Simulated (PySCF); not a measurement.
An unknown gives this computed stick spectrum. Method: TDDFT wB97X-D/def2-SVPD, vertical, gas phase, core orbitals frozen in the response in PySCF 2.14.0, density-fitted response routines. Geometries: GFN2-xTB, one conformer each.

| state | λ (nm) | f |
| --- | --- | --- |
| S1 | 222.3 | 0.0031 |
| S2 | 205.3 | 0.0018 |
| S3 | 197.1 | 0.0046 |
| S4 | 191.7 | 0.027 |
| S5 | 185.2 | 0.031 |
| S6 | 173.9 | 0.0014 |
| S7 | 171.3 | 0.0064 |
| S8 | 170.0 | 0.016 |

**Question.** Which structure fits?
A. `CC(=S)[SiH]1[SiH2][SiH2][SiH2]1`
B. `N[SiH2]C1CCCC1`
C. `CC[Si@@H](S)SC`

**Answer.** C. Its S1 lies at 5.58 eV; the nearest of the others has S1 at 6.55 eV. S1 is HOMO→LUMO (78%). Löwdin shares by element: HOMO sulfur 70% or more, carbon 10% or more, silicon 8%; LUMO sulfur 50%, silicon 14%, hydrogen 8% or more (atoms not listed hold the other 29%). At the same level the other candidates give, for their lowest levels:
- `N[SiH2]C1CCCC1`: 189 nm (f 0.022); 164 nm (f 0.015); 156 nm (f 0.024); 153 nm (f 0.028); 151 nm (f 0.028); T1 6.30 eV; HOMO -9.16, LUMO 2.11 eV
- `CC(=S)[SiH]1[SiH2][SiH2][SiH2]1`: 573 nm (f 0.000); 287 nm (f 0.086); 266 nm (f 0.062); 262 nm (f 0.001); 258 nm (f 0.003); T1 1.73 eV; HOMO -8.23, LUMO -0.86 eV

Conformer computed: `[CH3:1][CH2:2][Si@@H:3]([SH:4])[S:5][CH3:6]`: C1–C2–Si3–S4 55°, C2–Si3–S5–C6 60°, H–S4–Si3–C2 135°.
Triplets come from the Tamm–Dancoff approximation.
